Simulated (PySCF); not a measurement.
CH₃AlBrF, SMILES [Al]([F])([Br])[CH3]. Atoms are numbered in the order given.

```xyz
7

Al     0.1233     0.9319     0.0000
F      1.6865     1.5062     0.0000
Br    -0.1025    -1.3125     0.0000
C     -1.3681     2.1641     0.0000
H     -2.3375     1.6433     0.0000
H     -1.3234     2.8186     0.8868
H     -1.3234     2.8186    -0.8868
```
Charge 0, spin multiplicity 1.

The structure is a stationary point at B3LYP-D3(BJ)/def2-SVP. The structure was generated by enumeration; whether it is a known compound was not checked.

Two levels are set side by side: PBE/pcSseg-1 (PySCF) and HF/pcSseg-1 (PySCF). GIAO shifts against CFCl3 (¹⁹F), TMS (¹H), TMS (¹³C) at the same level; non-relativistic, no solvent, atoms listed together averaged. Without spin–orbit terms, shifts of atoms bonded to Cl or Br come out too high at both levels. Differences are taken from unrounded values.

| quantity | HF |
|---|---|
| δ(¹⁹F) of F2 (ppm) | -115.3 |
| δ(¹³C) of C4 (ppm) | -9.9 |

Problem. What does PBE give, and how far is it from HF? (The exact figures need the calculation; the answer reports its results.)

Solution. 
| quantity | PBE | PBE minus HF |
|---|---|---|
| δ(¹⁹F) of F2 (ppm) | -137.6 | -22.3 |
| δ(¹³C) of C4 (ppm) | -8.9 | 0.9 |

Rough cost on one machine, each run with all the roots and properties that it gave: HF against PBE within a factor of 2.
